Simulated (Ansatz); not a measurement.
F4S, charge -1, doublet, at a GFN2-xTB geometry (a state made from the parent by changing its charge; the spin is typed, not shown lowest) (a gas-phase anion, which may not be bound at this level); PBE0/6-31G* (Ansatz, an electronic-structure program).

Here is a job for Ansatz.
Ansatz 0.2 input:
```yaml
crystal:
  periodic: [false, false, false]
  atoms:
    - {symbol: F, position_ang: [-0.92222279, 1.50014927, 0.29508585]}
    - {symbol: S, position_ang: [-0.00000000, 0.00000000, 0.00000000]}
    - {symbol: F, position_ang: [-1.04730232, -0.36878659, -1.39827489]}
    - {symbol: F, position_ang: [1.04730232, 0.36878659, 1.39827489]}
    - {symbol: F, position_ang: [0.92222279, -1.50014927, -0.29508585]}
basis:
  gaussian:
    orbitals: 6-31G*
hamiltonian:
  xc: pbe0
total_charge: -1
magnetization: {spin_polarized: true, initial_magnetization: 1}
```

What the program printed (banner, timings and long lists left out):

```
Functional definition: PBE0
682 factors; integrals over basis functions are off by at most 8.7e-4 eV
mean field evaluation 1: about -21683.6344 eV, gradient 2.5e1 eV
mean field evaluation 2: about -21679.0003 eV, gradient 4.5e1 eV
mean field evaluation 4: about -21686.2351 eV, gradient 5.2e-1 eV
mean field evaluation 8: about -21686.4219 eV, gradient 3.5e-2 eV
mean field evaluation 16: about -21686.4219 eV, gradient 4.0e-5 eV
mean field -21686.42193079 eV, -796.9613063718 hartree, gradient 2.6e-5 eV, S^2 0.752905; 1 other end points of the search recorded, 0 dependent functions left out
reference -21686.42194356 eV, -796.9613068411 hartree; 27, 26 occupied and 52, 53 virtual orbitals, 682 factors
Total energy: -21686.42194356 eV, -796.9613068411 hartree
```
